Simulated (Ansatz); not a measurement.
This singlet lies 1.89 eV below the relaxed triplet at the level composite: frozen-core CCSD(T) with HF/cc-pVQZ and the correlation energy extrapolated as X^-3 from cc-pVTZ and cc-pVQZ, plus CCSDT(Q) minus CCSD(T) in cc-pVDZ // PBE0-D3(BJ)/def2-TZVP (Ansatz, a quantum-chemistry and plane-wave program).

Species: HFGe, SMILES `[F][GeH]` (lower singlet) (charge 0, multiplicity 1).

Task: Give a relaxed geometry from PBE0-D3(BJ)/def2-TZVP (Ansatz).

Result: the end point of this relaxation (outside a Z-matrix the atoms follow the SMILES, hydrogens last).
Z-matrix (Å, degrees):
```
Ge
F 1 1.7565
H 1 1.6100 2 94.20
```
